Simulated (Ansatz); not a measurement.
Cost and result for the atomization energy of `O[SiH2]N[SiH2]O` (12 atoms, 11 bonds).

Cartesian coordinates in Å:
```
O 1.134 1.154 2.077
Si -0.092 0.151 1.633
N -0.566 0.292 -0.018
Si 0.227 -0.361 -1.389
O -0.761 -1.464 -2.108
H 0.993 2.098 1.993
H -1.315 0.439 2.429
H 0.452 -1.197 1.898
H -1.439 0.772 -0.185
H 1.477 -0.977 -0.876
H 0.552 0.682 -2.402
H -0.661 -1.589 -3.053
```

Total charge 0; spin multiplicity 1. Geometry: relaxed with PBE0-D4/def2-TZVP. It is a higher conformer; a search finds a lower one. Program: Ansatz. All runs use 4 threads of a server CPU on a shared host. Times are those of one run each, without the atoms' runs, and a repeat can differ threefold. Electronic energies, without spin–orbit coupling; frozen cores. CCSD(T)/CBS adds CCSD(T) − MP2 in def2-TZVPP to the MP2 limit, and its time is that of the two runs behind it. T1 = 0.011. B3LYP takes the VWN-RPA correlation (the form of Gaussian; ORCA's B3LYP/G).

CCSD(T)/CBS is a level of theory with its own doubt, some kJ/mol a heavy atom from the limit and from the frozen cores, so smaller differences don't rank the functionals.

| level | functions | wall time |
| --- | --- | --- |
| PBE-D4/def2-TZVPP (with forces) | 275 | 2.3 s |
| PBE0-D4/def2-TZVPP | 275 | 2.8 s |
| r2SCAN-D4/def2-TZVPP (with forces) | 275 | 3.3 s |
| B3LYP-D4/def2-TZVPP (with forces) | 275 | 4.3 s |
| B2PLYP/def2-TZVPP | 275 | 6 s |
| ωB97X-V/def2-TZVPP | 275 | 7 s |
| ωB97M-V/def2-TZVPP (with forces) | 275 | 9.5 s |
| MP2/def2-QZVPP | 521 | 24 s |
| CCSD(T)/def2-TZVPP | 275 | 2.3 min |
| CCSD(T)/CBS(def2) | – | 2.7 min |

(1) What atomization energy does each give, and how far from CCSD(T)/CBS? (An estimate is asked.)

Results:

(1) Computed: 
| level | atomization (kcal/mol) | difference from CCSD(T)/CBS | per bond |
| --- | --- | --- | --- |
| PBE-D4/def2-TZVPP (with forces) | 1028.1 | -4.5 | -0.4 |
| PBE0-D4/def2-TZVPP | 1011.0 | -21.6 | -2.0 |
| r2SCAN-D4/def2-TZVPP (with forces) | 1022.9 | -9.7 | -0.9 |
| B3LYP-D4/def2-TZVPP (with forces) | 1024.6 | -8.0 | -0.7 |
| B2PLYP/def2-TZVPP | 1014.9 | -17.7 | -1.6 |
| ωB97X-V/def2-TZVPP | 1031.8 | -0.8 | -0.1 |
| ωB97M-V/def2-TZVPP (with forces) | 1030.7 | -1.9 | -0.2 |
| MP2/def2-QZVPP | 1035.5 | 2.9 | 0.3 |
| CCSD(T)/def2-TZVPP | 999.2 | -33.4 | -3.0 |
| CCSD(T)/CBS(def2) | 1032.6 | 0.0 | 0.0 |

From PBE to PBE0 (25 % exact exchange), in def2-TZVPP and without D4, the atomization energy moves by −16.2 kcal/mol: exact exchange takes away binding that semilocal exchange gives to molecules. In def2-TZVPP, CCSD(T) changes the Hartree–Fock value by +265.8 kcal/mol (the triples alone add +13.4 kcal/mol) and MP2 by +281.9 kcal/mol; breaking electron pairs costs correlation energy, which Hartree–Fock lacks. The D4 term adds +9.7 kcal/mol with B3LYP and +5.1 kcal/mol with PBE0; it sums over pairs of atoms, weighted by their polarisabilities, and B3LYP, whose exchange is more repulsive, gets the larger term.
